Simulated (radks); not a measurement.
Results of a calculation; reference values are marked as such.
Task: Excited configurations of Cl II: one electron is placed in a higher orbital outside [Ne] 3s2 3p3. The ground configuration is [Ne] 3s2 3p4. Level of theory: non-relativistic Kohn-Sham, TPSS, spin-polarised, spherical densities, point nucleus; open shells are filled with parallel spins first; meta-GGA in the generalised Kohn-Sham scheme (a radial shooting solver on a logarithmic mesh with Libxc functionals). Excitation = E - E(ground); binding = E(ion) - E, where the ion is the core of charge +2; n* = 2/sqrt(2 binding) in atomic units, and the quantum defect is n - n*.

| outer orbital | excitation (eV) | binding (eV) | n* | quantum defect | eigenvalue (eV) | <r> (bohr) |
|---|---|---|---|---|---|---|
| 3d | 13.279 | 10.271 | 2.302 | 0.698 | -6.107 | 2.606 |
| 4d | 18.495 | 5.055 | 3.281 | 0.719 | -3.791 | 6.946 |

Estimate the row for 4s.

Result: excitation (eV) 13.248; binding (eV) 10.302; n* 2.298; quantum defect 1.702; eigenvalue (eV) -8.091; <r> (bohr) 4.120. The Delta-SCF ionisation energy is 23.550 eV (NIST Atomic Spectra Database: 23.814 eV, measured). Self-interaction in the functional shifts the binding energies and quantum defects, so they are the method's values and not measured ones. Open shells are spherical and high-spin; term and fine-structure splittings are not resolved.
